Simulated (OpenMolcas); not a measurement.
Pt4+ among 4 point charges of -2 e arranged as a tetrahedron (Td), 2.08 Å from the ion.
```
   1.2009    1.2009    1.2009  -2.00
   1.2009   -1.2009   -1.2009  -2.00
  -1.2009    1.2009   -1.2009  -2.00
  -1.2009   -1.2009    1.2009  -2.00
```

```
Program             : OpenMolcas
Method              : CASSCF
Basis               : ANO-RCC-VDZP [7s6p4d2f]
Scalar Hamiltonian  : DKH2, point nucleus
Active space        : 6 electrons in 5 orbitals (5d)
State averaging     : 2S+1 = 5 even, 5 roots; 2S+1 = 3 even, 45 roots; 2S+1 = 1 even, 50 roots
Spin-orbit coupling : state interaction with AMFI integrals over the reference wave functions
```

Q: What is the spin-free ground state (labels of Td)?

A: 5E, 2-fold in its orbital part, 100 % from free-ion D terms; it has the highest spin that d6 allows.

Q: Where is the first state of the same spin?

A: 5T2 at 2950 cm-1 above the ground state.

Q: What are the lowest two levels with spin-orbit coupling?

A: A 1-fold level A1, then a 3-fold level T1 164.2 cm-1 above it. Their leading multiplicities are 5 (83 %) and 5 (82 %).

Q: What is χT at 300 K?

A: 4.84 cm3 K/mol.

Spin-orbit coupling mixes the spin-free states strongly: the lowest level takes only 58 % from its leading state, 5E. An orbital doublet at a regular site is open to a Jahn-Teller distortion, which this geometry leaves out. Without dynamic correlation the repulsion within the d shell is too large (B by tens of per cent), so at a given field states of lower spin stand too high. Point charges give a weaker field than real ligands, and real ions of this kind are as a rule low spin; the high spin found here belongs to the model. The ground term spreads over less than 5000 cm-1, several times less than with real ligands, so orbital moments are less quenched and χT lies further from the spin-only value than at real sites. This is an electrostatic model: the charges have no orbitals. No measured value stands beside these numbers.
